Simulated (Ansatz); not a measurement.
This geometry of BF2H + H2S (7 atoms, charge 0, multiplicity 1) is a first-order saddle point.

Level of theory: RKS PBE0/def2-SVP in Ansatz 0.2.0.

```xyz
7
Properties=species:S:1:pos:R:3
B 0.075 -0.299 -0.035
F -0.162 -0.001 1.531
H 1.094 0.245 -0.374
F -1.077 -0.051 -0.664
S 0.355 -2.231 0.375
H -0.939 -2.579 0.191
H 0.014 -1.114 1.579
```

Q: Which two structures does it join? (They come from a converged band through this point; their orientation in space is the band's.)

A: Bonds broken: B1–F2, S5–H7. Bonds formed: B1–S5, F2–H7. BF2H + H2S becomes BFH2S + FH.

Image 0:

```xyz
7
Properties=species:S:1:pos:R:3
B 0.030 0.300 -0.055
F -0.138 0.662 1.206
H 1.110 0.356 -0.577
F -1.061 0.073 -0.767
S 0.355 -2.500 0.642
H -0.918 -2.725 0.250
H -0.019 -2.197 1.904
```

Image 6:

```xyz
7
Properties=species:S:1:pos:R:3
B 0.118 -0.508 -0.421
F -0.199 0.031 2.181
H 1.089 0.198 -0.495
F -1.067 -0.085 -0.812
S 0.343 -2.227 0.122
H -0.957 -2.586 0.015
H 0.035 -0.853 2.012
```

Q: How far does it lie above each of them?

A: 1.20 eV above the first and 0.31 eV above the second. This is the barrier of this one path; another mechanism may lie lower. The orbitals stay closed-shell, which can raise the energy where a bond breaks towards radicals; this wasn't checked here.

Time of the run: 76 s on 1 thread of Intel(R) Xeon(R) 6975P-C (Granite Rapids) (shared host), peak memory 0.19 GiB.
